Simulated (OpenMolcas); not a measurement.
Ir3+ among 5 point charges of -2 e arranged as a trigonal bipyramid (D3h). The axial distance is 1.06 times the equatorial one, R.

```json
{
  "Program": "OpenMolcas 26.06",
  "Method": "CASSCF",
  "Basis": "ANO-RCC-VDZP [7s6p4d2f]",
  "Scalar Hamiltonian": "DKH2, point nucleus",
  "Active space": "6 electrons in 5 orbitals (5d)",
  "State averaging": "2S+1 = 5 even, 5 roots; 2S+1 = 3 even, 45 roots; 2S+1 = 1 even, 50 roots",
  "Spin-orbit coupling": "state interaction with AMFI integrals over the reference wave functions"
}
```

All point charges move together. At R = 2.15 Å the first state of the same spin is 1355 cm-1, and at R = 2.31 Å it is 990.8 cm-1.

A third run gives 1696 cm-1. What distance was it run at?

With a power law R^-n the two known points give n = -ln(990.8 / 1355) / ln(2.31 / 2.15) = 4.36. Then R = 2.15 × (1355 / 1696)^(1/4.36) = 2.042 Å. The run was at 2.02 Å, so the estimate is off by +0.022 Å.

An orbital doublet at a regular site is open to a Jahn-Teller distortion, which this geometry leaves out. Without dynamic correlation the repulsion within the d shell is too large (B by tens of per cent), so at a given field states of lower spin stand too high. This shell can be high or low spin here, a state of another spin lies low, and with metal d orbitals alone active their balance is uncertain, so the ground spin may be wrong. Point charges give a weaker field than real ligands, and real ions of this kind are as a rule low spin; the high spin found here belongs to the model. This is an electrostatic model: the charges have no orbitals. No measured value stands beside these numbers.
